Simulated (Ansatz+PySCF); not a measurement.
The numbers below are computed, except where a source is named.
## Several solutions for quintet FeCl2

```xyz
3

Fe    0.0000    0.0000    0.0000
Cl    0.0000    0.0000    2.1280
Cl    0.0000    0.0000   -2.1280
```

Basis set: def2-SVP (spherical functions). Charge 0, multiplicity 5.

UHF was run from several starts with Ansatz (development build ahead of 0.2.0) and PySCF 2.14.0.

```csv
run,program,start,converged,energy (hartree),<S²>
A,PySCF,"guess minao, instabilities followed",yes,-2181.12207,6.01
B,PySCF,"guess atom, instabilities followed",yes,-2181.12207,6.01
C,Ansatz,"atomic start, no search",yes,-2181.12207,6.01
D,Ansatz,stability test followed,yes,-2181.12207,6.01
E,PySCF,"guess huckel, instabilities followed",yes,-2181.12207,6.01
F,PySCF,program defaults,yes,-2181.10800,6.02
G,Ansatz,search for the lowest state,yes,-2181.12207,6.01
```

Question: Which runs reached the lowest solution of this kind, and what is wrong with the others?

Answer: A, B, C, D, E, G reached the lowest solution found. Converged but too high: F by 0.38 eV. Convergence only shows a stationary point, and even a stable one can lie too high; stability tests and further starts are what find lower ones. Caution: other spin multiplicities were not run.
